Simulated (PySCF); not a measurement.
```xyz
15

Ga    -0.0251    -0.0871    -0.0865
H     -1.4295     0.5072    -0.5174
H      0.0101    -1.3220     0.9059
H      1.1618     0.0368    -1.1278
C      1.3268     3.4183     3.0510
C      1.7568     2.1055     3.2290
C      1.3351     1.1376     2.3251
N      0.5358     1.4296     1.2952
C      0.1172     2.6861     1.1198
C      0.4913     3.7145     1.9766
H      1.6380     4.2029     3.7446
H      2.4094     1.8281     4.0584
H      1.6338     0.0898     2.4180
H     -0.5424     2.8565     0.2645
H      0.1281     4.7284     1.8010
```

Charge 0, multiplicity 1.

### Question
Give the Mulliken and meta-Löwdin atomic charges from PBE-D3(BJ)/def2-TZVP // PBE0-D3(BJ)/def2-SVP (PySCF).

### Answer

```
atom  Mulliken (e)  meta-Löwdin (e)
----  ------------  ---------------
Ga1           0.05            -0.06
H2           -0.13            -0.09
H3           -0.13            -0.09
H4           -0.11            -0.08
C5           -0.11            -0.08
C6           -0.07            -0.12
C7           -0.06             0.01
N8           -0.01            -0.09
C9           -0.06             0.01
C10          -0.07            -0.12
H11           0.13             0.14
H12           0.13             0.14
H13           0.15             0.15
H14           0.15             0.15
H15           0.13             0.14
```
